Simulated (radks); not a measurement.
The numbers below are computed, except where a source is named.
Ne6+, 4 electrons, occupied as 1s1 2s2 3d1 (not the ground configuration). Level of theory: Dirac Kohn-Sham, HCTH/407, spin-unpolarised, spherical densities, point nucleus; open shells fill j = l - 1/2 first (a radial shooting solver on a logarithmic mesh with Libxc functionals).

Normalised radial functions P(r) = r R(r) (large component), r in bohr:

```
   r/bohr * 2s1/2, o 2p1/2 (the largest magnitude, 1.3, reaches the edge; | marks zero, & curves that meet)
    0.012                             o   *
  0.01652                             o     *
  0.02293                             |o     *
  0.03184                             |o       *
   0.0442                             | o        *
  0.06135                             |  o         *
  0.08449                             |    o       *
   0.1173                             |       o  *
   0.1628                             |     *      o
    0.226                          *  |                 o
   0.3113               *             |                       o
   0.4321     *                       |                          o
   0.5998  *                          |                        o
   0.8327        *                    |                o
    1.147                  *          |        o
    1.592                          *  |  o
     2.21                             &
    3.068                             &
    4.224                             &
```

2s1/2: eigenvalue -219.23 eV, 1 radial node at r = 0.205 bohr, <r> = 0.661 bohr, 90 % of the charge inside 1.01 bohr. 2p1/2 (empty): eigenvalue -204.08 eV, 0 radial nodes, <r> = 0.576 bohr, 90 % of the charge inside 0.929 bohr.
